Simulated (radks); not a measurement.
Initial-state core-level shifts of the antimony ion Sb2+ when its valence configuration changes from [Kr] 4d10 5s2 5p1. Method: scalar-relativistic Kohn-Sham, LDA (Slater exchange, Perdew-Wang correlation), spin-polarised, spherical densities, finite nucleus; open shells are filled with parallel spins first (spin-orbit coupling, left out, can overturn this in heavy ions); Fermi nuclear charge, rms radius 4.6802 fm; computed with a radial shooting solver on a logarithmic mesh with Libxc functionals. Shifts are changes of the shell-averaged eigenvalues in eV (positive: less bound); the change of the density at the nucleus, which sets a Mossbauer isomer shift, is in e/bohr^3, on a base of 2.143e+05.

valence,3s,3p,4s,4p,density at nucleus
4d10 5s1 5p2,-1.265,-1.264,-1.272,-1.262,-56.85
4d8 5s2 5p3,-17.895,-17.897,-15.177,-14.554,+43.42
4d9.5 5s2 5p1.5,-4.423,-4.423,-3.827,-3.678,+10.49
4d9 5s2 5p2,-8.878,-8.879,-7.631,-7.328,+21.24
4d9.5 5s1 5p2.5,-5.614,-5.613,-5.020,-4.860,-49.27
4d10 5p3,-2.680,-2.676,-2.666,-2.646,-114.88
4d9 5p4,-11.623,-11.620,-10.315,-9.986,-105.52
4d9 5s1 5p3,-10.004,-10.003,-8.753,-8.438,-41.40
